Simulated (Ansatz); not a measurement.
Energy profile

The step: SnH₄O ([OH][SnH3]) + NH₃ → SnNH₅ ([NH2][SnH3]) + H₂O; bonds formed: Sn1–N7, O2–H6; bonds broken: Sn1–O2, H6–N7 (atoms numbered as in the saddle structure below).

```
10
angstrom
Sn 0.9848 0.4159 -0.1364
O -0.0603 -1.3499 0.9244
H 1.1030 1.8382 -1.1448
H 1.9634 -0.7514 -0.8913
H 1.3665 1.0057 1.4221
H -0.9802 -0.7248 0.2719
N -1.1492 0.1450 -0.5474
H -0.0989 -1.3511 1.8824
H -1.7419 0.9253 -0.2961
H -1.3873 -0.1529 -1.4849
```

Electronic energies by CCSD(T) at an estimated basis limit (MP2 extrapolated from triple and quadruple zeta, plus CCSD(T) − MP2 in triple zeta), on PBE0-D4/def2-TZVP structures; SnNH₇O, closed shell; no counterpoise correction. Computed with Ansatz 0.2.0 (basis: def2-TZVPP and def2-QZVPP); correlated methods freeze the cores. Filled d shells of the heavier atoms are correlated. Core potentials replace the inner electrons of the atoms past krypton. The def2 sets are not built for correlating such inner shells, so the correlated values are less sure here. Extrapolation: Hartree–Fock as exp(−7.88 √X), correlation as X^−2.97.

Question: Give the profile in kcal/mol, counted from the separated reactants. (To be estimated.)

Answer: By the calculation:
```csv
point,kcal/mol
"separated: SnH₄O (linked as [OH][SnH3]; Sn1, O2, H3, H4, H5, H8; singlet) + NH₃ (H6, N7, H9, H10; singlet)",0.00
start structure,-7.39
saddle,15.13
end structure,-1.45
"separated: SnNH₅ (linked as [NH2][SnH3]; Sn1, H3, H4, H5, N7, H9, H10; singlet) + H₂O (O2, H6, H8; singlet)",5.66
```

The T1 diagnostic stays at or below 0.014.

For scale, one of the runs: CCSD(T)/def2-TZVPP, 210 basis functions, launched by `ansatz run in.yaml --threads 4 --pin off --events-out ev --progress --plain --max-ram 9574MiB`. Time: 70 s of wall clock on 4 CPU threads of an Arm Neoverse V2; the host was shared. Peak host memory: 3.3 GiB.
